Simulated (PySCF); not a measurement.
C₄F₅, SMILES F[C]=C(F)C(F)=C(F)F, doublet at its B3LYP/def2-SVP optimised geometry (Å):

```
9

F      2.7722     0.2884    -0.9945
C      1.4910     0.1259    -0.8814
C      0.7702    -0.5618     0.0000
F      1.3535    -1.3065     0.9624
C     -0.6887    -0.5618     0.0000
F     -1.2858    -1.7643     0.0249
C     -1.4632     0.5343     0.0000
F     -2.7722     0.4935    -0.0412
F     -1.0067     1.7643     0.0344
```

Computed with PySCF 2.14.0 with unrestricted B3LYP/def2-TZVP.

Map of the log10 of the electron density (e/bohr³), floored at −4 on the plane z = 0.6 Å:

```
|                           |
|                           |
|                           |
|                           |
|         ...               |
|       .:---:.             |
|      .:-+++=-.            |
|     .:-+*##*=:.           |
|   .:--=+#%%#+-:..         |
|  .:-=++*#%%#+-:::..       |
|  .-+****###*=----::..     |
|  :=*#%####*+=====--::.    |
|  :=*%%##%%#*++**+=--::.   |
|  :=+###*#%##*##**+--::    |
|  .-=++++##%%##%##+=-:.    |
|   .--==+*#####%%%#+-:     |
|    .:-=*####*#%@@%*=:     |
|     .-+#%%#*+*%@@%*=:     |
|     .-+#%%#*=+*%%*+-.     |
|      :=*##*+-=++++-:      |
|      .-=+++=::----:       |
|       .:---:......        |
|         ...               |
|                           |
|                           |
|                           |
|                           |
```
Scale: ten equal steps from -4.00 (start of ' ') to -0.138 (end of '@'), in the order ' .:-=+*#%@'; x runs from -5.00 to 5.00, y from -5.00 (bottom) to 5.00 (top).
